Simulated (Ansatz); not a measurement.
B6N6H18, a cluster cut from wurtzite BN (hydrogen-capped). Charge 0, multiplicity 1. Geometry r2SCAN-D4/def2-SVP, basis def2-TZVP, Ansatz.

```json
{"run": "A", "HOMO (eV)": "-9.71", "LUMO (eV)": "1.61"}
{"run": "B", "HOMO (eV)": "-5.99", "LUMO (eV)": "-0.41"}
{"run": "C", "HOMO (eV)": "-6.84", "LUMO (eV)": "-0.65"}
{"run": "D", "HOMO (eV)": "-7.00", "LUMO (eV)": "-0.33"}
{"run": "E", "HOMO (eV)": "-10.19", "LUMO (eV)": "2.01"}
{"run": "F", "HOMO (eV)": "-5.73", "LUMO (eV)": "-1.11"}
```

LC-ωPBE has ω = 0.4 bohr⁻¹. B3LYP takes the VWN-RPA correlation. Single mean-field runs in def2-TZVP are fitted with def2-universal-jkfit.

Q: The runs used B3LYP, HF, LC-ωPBE, PBE, PBE0, r2SCAN. Estimate which is which.

A: A LC-ωPBE (range-separated); B r2SCAN (0 % exact exchange); C B3LYP (20 % exact exchange); D PBE0 (25 % exact exchange); E HF (100 % exact exchange); F PBE (0 % exact exchange). Exact exchange lowers occupied and raises empty levels; among semilocal functionals meta-GGAs tend to open the gap a little, and such runs are hard to tell apart. The gap grows from 4.62 eV (PBE) to 12.20 eV (HF).
